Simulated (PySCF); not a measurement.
# BeGe and its ions

PBE0; Be 6-31G(d,p), Ge 6-31G(d,p); no relativity (PySCF 2.14). Neutral (UKS): triplet (π ↑↑), Re = 2.173 Å, ωe = 511 cm⁻¹, De = 1.53 eV, HOMO -5.56 eV, LUMO -3.01 eV.

BeGe⁺ (UKS): doublet (π ↑), Re = 2.359 Å, ωe = 401 cm⁻¹, De = 2.04 eV to Be + Ge⁺. The energies at the minima are -2091.06504 hartree for BeGe and -2090.79023 for BeGe⁺.

Question: Work out the adiabatic ionisation energy, without and with harmonic zero-point energies (1 hartree = 27.2114 eV, 1 eV = 8065.5 cm⁻¹), and the change of the bond length.

Answer: At PBE0: 0.27481 hartree = 7.478 eV between the minima; the zero-point term (401.0 − 511.0)/2 cm⁻¹ = -0.007 eV makes it 7.471 eV. Re changes by +18.6 pm against the neutral. The electron leaves a π orbital, and the longer bond of the ion fits a bonding orbital, or a change in how ionic the bond is.

Spin–orbit coupling is left out. For an ion De counts to the pair picked by the measured ionisation energies or electron affinities, which need not be the lowest pair at this level. States were picked by a PBE0 search and need not be the measured ground states.
